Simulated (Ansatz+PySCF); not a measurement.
Stretching singlet BeO

The Be–O distance is varied.

Basis set: STO-3G (spherical functions). Frozen core: 1 orbital. Charge 0, multiplicity 1.

Computed with Ansatz (development build ahead of 0.2.0) and PySCF 2.14.0, each point on the determinant that the search for low states chose. Each curve is measured from its own lowest point listed.

| r(Be–O) (Å) | RHF (eV) | UHF-CCSD(T) (eV) | PBE0 (restricted) (eV) |
| --- | --- | --- | --- |
| 1.606 | 0.000 | 0.000 | 0.000 |
| 1.740 | 0.878 | 0.501 | 1.136 |
| 1.941 | 1.587 | 1.345 | 2.791 |
| 2.142 | 1.945 | 1.944 | 4.094 |
| 2.275 | 2.081 | 2.115 | 4.717 |
| 2.409 | 2.172 | 2.149 | 5.203 |
| 2.610 | 2.254 | 2.106 | 5.733 |
| 2.744 | 2.288 | 2.072 | 5.981 |
| 2.878 | 2.311 | 2.045 | 6.162 |
| 3.012 | 2.327 | 2.025 | 6.293 |
| 3.212 | 2.343 | 2.007 | 6.422 |
| 3.346 | 2.348 | 2.001 | 6.477 |

(1) Give the UHF-MP2 curve at the same distances.

Answers

(1) (r (Å), E (eV)): (1.606, 0.000), (1.740, 0.603), (1.941, 1.738), (2.142, 2.943), (2.275, 3.256), (2.409, 3.422), (2.610, 3.541), (2.744, 3.579), (2.878, 3.601), (3.012, 3.613), (3.212, 3.623), (3.346, 3.626)

Caution at some points: another spin multiplicity may lie lower. Caution for RHF at some points, PBE0 (restricted) at some points: an unrestricted determinant lies well below. Caution for UHF-MP2 at some points, UHF-CCSD(T) at some points: large share of triples, a single reference is doubtful; the unrestricted determinant is a mixture of spin states; a plain start can end on a higher determinant; another reference gives a lower total; large amplitudes, a single reference is doubtful. Caution for UHF-CCSD(T) at some points: the program doubts this total; very large amplitudes, the method is breaking down; the amplitudes may be one of several solutions. Caution for PBE0 (restricted) at some points: charge can spread falsely over distant fragments.
